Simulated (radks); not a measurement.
Removal energies from the cobalt ion Co3+, [Ar] 3d6, by Delta-SCF beside the eigenvalue of the level emptied. Method: scalar-relativistic Kohn-Sham, PBEsol, spin-polarised, spherical densities, finite nucleus; Fermi nuclear charge, rms radius of each element as measured or else 0.836 A^(1/3) + 0.57 fm; computed with a radial shooting solver on a logarithmic mesh with Libxc functionals. Open shells are filled with parallel spins first.

removed from       final configuration  Delta-SCF (eV)  -eigenvalue (eV)
3d                            [Ar] 3d5          51.944            42.364
3p                    [Ne] 3s2 3p5 3d6          111.09            100.68
3s                    [Ne] 3s1 3p6 3d6          148.11            137.46
2p            [He] 2s2 2p5 3s2 3p6 3d6          837.76            807.15
